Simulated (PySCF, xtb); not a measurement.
C₃H₉NSi₂, SMILES [SiH2](CCC#N)[SiH3]. The values are those of a single conformer.

Harmonic wavenumbers (cm⁻¹) from GFN2-xTB (xtb) at its own minimum, in rising order: 25, 59, 97, 114, 191, 268, 368, 384, 435, 461, 470, 532, 577, 643, 701, 763, 784, 813, 820, 824, 919, 939, 1077, 1105, 1162, 1277, 1312, 1437, 1481, 2192, 2200, 2231, 2236, 2262, 2411, 2929, 2947, 2972, 2988.

Q: What does PBE-D3(BJ)/def2-SVP in PySCF give at its own minimum? (Estimate from the structure and the level; the computed values follow.)

A: 25, 75, 104, 111, 197, 263, 342, 363, 408, 471, 513, 555, 613, 646, 733, 785, 833, 884, 890, 900, 907, 911, 1020, 1110, 1147, 1238, 1294, 1376, 1387, 2144, 2152, 2157, 2169, 2171, 2295, 2970, 2989, 3017, 3049. Paired by order, the mean absolute difference is 39 cm⁻¹ and the zero-point energies are 64.9 and 64.6 kcal/mol.
